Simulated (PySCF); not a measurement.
Spectrum to structure. Level of theory: TDDFT PBE0/def2-SVPD, vertical, gas phase, core orbitals frozen in the response in PySCF 2.14.0, density-fitted response routines. Geometries: GFN2-xTB, one conformer each.

```json
{"state": "S1", "λ (nm)": "166.9", "f": "0.0000"}
{"state": "S2", "λ (nm)": "166.9", "f": "0.0000"}
{"state": "S3", "λ (nm)": "165.8", "f": "0.0004"}
{"state": "S4", "λ (nm)": "165.7", "f": "0.0004"}
{"state": "S5", "λ (nm)": "157.1", "f": "0.043"}
{"state": "S6", "λ (nm)": "157.1", "f": "0.043"}
{"state": "S7", "λ (nm)": "153.3", "f": "0.0001"}
{"state": "S8", "λ (nm)": "153.3", "f": "0.0001"}
```

Triplets computed (Tamm–Dancoff): 6.88, 6.88 eV.

Problem. Which candidate is it? All have the formula C7H9Cl.
A. `ClC[C@@]12CC=C[C@@H]1C2`
B. `C=C/C=C1/CC[C@@H]1Cl`
C. `Cl[C@]12C[C@@H]3[C@H](C1)[C@@H]3C2`

Solution. C. Its S1, at 7.43 eV, is the highest among the candidates; the nearest of the others has S1 at 6.22 eV. Löwdin shares by element: HOMO (one of a set within 0.03 eV) carbon 72% or more (atoms not listed hold the other 28%); LUMO carbon 22% or more, chlorine 14% (atoms not listed hold the other 64%). At the same level the other candidates give, for their lowest levels:
- `ClC[C@@]12CC=C[C@@H]1C2`: 199 nm (f 0.099); 191 nm (f 0.014); 186 nm (f 0.023); 178 nm (f 0.041); 173 nm (f 0.009); T1 4.09 eV; HOMO -6.89, LUMO 0.12 eV
- `C=C/C=C1/CC[C@@H]1Cl`: 243 nm (f 0.585); 217 nm (f 0.007); 211 nm (f 0.008); 198 nm (f 0.046); 189 nm (f 0.034); T1 2.92 eV; HOMO -6.65, LUMO -1.25 eV
